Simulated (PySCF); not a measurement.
Compound: C4H9FO2Si2.
SMILES with atom numbers: `[CH3:1][O:2][C@H:3]1[O:4][SiH2:5][C:6]([F:7])=[CH:8][SiH2:9]1`

Probes without a nucleus sit at each ring's centroid and 1 Å off its mean plane on both sides; NICS is minus the shielding there, NICSzz its component along the normal. Level: GIAO PBE0/pcSseg-1 (PySCF, non-relativistic, gas phase) on the GFN2-xTB geometry, one conformer.

Ring bond lengths (Å), with Mayer bond orders in brackets: C3–O4 1.407 (0.86), O4–Si5 1.623 (0.96), Si5–C6 1.900 (0.84), C6–C8 1.331 (1.87), C8–Si9 1.874 (0.89), Si9–C3 1.922 (0.82).

What do the NICS probes read (ppm)?

```
               ring                                                              type  NICS(0)  NICS(1), two faces  NICS(1)zz, two faces  rms pucker (Å)  centre to ring atoms, mean (Å)
C3–O4–Si5–C6–C8–Si9  6-membered ring with O and 2 Si; formal bonds 1 double, 5 single     -1.0         -1.1 / -0.7             2.9 / 4.0            0.18                            1.65
```

What can be read from them?

- C3–O4–Si5–C6–C8–Si9: mean NICS(1)zz 3.4 ppm, deshielded. C3, Si5, Si9 have four or more neighbours, and the NICS criterion for π rings isn't applied.
